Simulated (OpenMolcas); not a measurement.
Lines of O⁴⁺: computed and rescaled rates

- Program: OpenMolcas
- Method: MS-CASPT2, IPEA 0.25 Eh, imaginary shift 0.1 Eh (closed shells correlated: 1s)
- Basis: ANO-RCC-VQZP [5s4p3d2f1g]
- Scalar Hamiltonian: DKH2, point nucleus
- Active space: 2 electrons in 8 orbitals (2s 2p 3s 3p)
- State averaging: 2S+1 = 3 even, 3 roots; 2S+1 = 1 even, 7 roots; 2S+1 = 3 odd, 3 roots; 2S+1 = 1 odd, 3 roots
- Spin-orbit coupling: RASSI with atomic mean-field integrals over the reference wave functions, term energies averaged over their components

Rates come from the transition moments of the reference wave functions (E1 and E2 in the length form). At fixed line strength A goes as λ^-3 for E1 and M1 and as λ^-5 for E2, so a rate at the computed wavelength can be rescaled to the measured one. Measured vacuum wavelengths follow from level energies in Moore, Selected Tables of Atomic Spectra, NSRDS-NBS 3, section 9. Branching counts decays inside the model space alone, at computed energies, and the table is only a selection of the E1 lines, drawn from those between levels with measured partners whose computed energy lies within a factor of 1.5 of the measured one.

| Upper | Lower | Type | λ computed (nm) | λ measured (nm) | A computed (s-1) | A rescaled (s-1) | Branching % |
| --- | --- | --- | --- | --- | --- | --- | --- |
| 2p2 1D2 | 2s 2p 1P* 1 | E1 | 138 | 137.1 | 4.11e+08 | 4.19e+08 | 99.9 |
| 2s 2p 3P* 1 | 2s2 1S0 | E1 | 121.8 | 121.8 | 2.13e+03 |  | 100.0 |
| 2p2 1S0 | 2s 2p 1P* 1 | E1 | 77.61 | 77.45 | 4.75e+09 | 4.78e+09 | 100.0 |
| 2p2 3P1 | 2s 2p 3P* 2 | E1 | 76.03 | 76.2 | 9.83e+08 | 9.76e+08 | 41.5 |
| 2p2 3P0 | 2s 2p 3P* 1 | E1 | 75.94 | 76.11 | 2.37e+09 | 2.35e+09 | 100.0 |
| 2p2 3P2 | 2s 2p 3P* 2 | E1 | 75.86 | 76.04 | 1.78e+09 | 1.77e+09 | 74.9 |
| 2p2 3P1 | 2s 2p 3P* 1 | E1 | 75.85 | 76.02 | 5.94e+08 | 5.90e+08 | 25.0 |
| 2p2 3P1 | 2s 2p 3P* 0 | E1 | 75.77 | 75.94 | 7.94e+08 | 7.89e+08 | 33.5 |
| 2p2 3P2 | 2s 2p 3P* 1 | E1 | 75.69 | 75.87 | 5.98e+08 | 5.94e+08 | 25.1 |
| 2s 2p 1P* 1 | 2s2 1S0 | E1 | 62.33 | 62.97 | 2.84e+09 | 2.75e+09 | 100.0 |

Spin-changing lines and M1 lines between different terms are not rescaled, since their strength hangs on the term gaps too.

The largest correction is for 2s 2p 1P* 1 → 2s2 1S0 (E1): 2.84e+09 × (62.33 / 62.97)^3 = 2.75e+09 s-1, a factor of 0.97.

The computed rate and branching of 2s 2p 1P* 1 → 2s2 1S0 give the upper level a radiative lifetime of 1.000 / 2.84e+09 s-1 = 3.52e-10 s, counting decays inside the model space alone. The rescaled rate gives about 3.6e-10 s.

No measured rate stands beside these. Rescaling mends the energy factor alone: line strengths can still be far off where a level mixes with configurations outside the active space, and weak or spin-changing lines hang on small mixing coefficients that depend on the term gaps too, so rescaling need not improve them.

Active for correlation alone: 3p 3s; no level in the range computed is led by a configuration that fills them, so any true level of that kind is missing. Measured partners are found by configuration, term and J. A level has none where our copy of the source lacks it or the pairing is in doubt (some pairs that miss far off the trend of their configuration count as doubtful). Only configurations of the active space appear.

* marks odd parity.
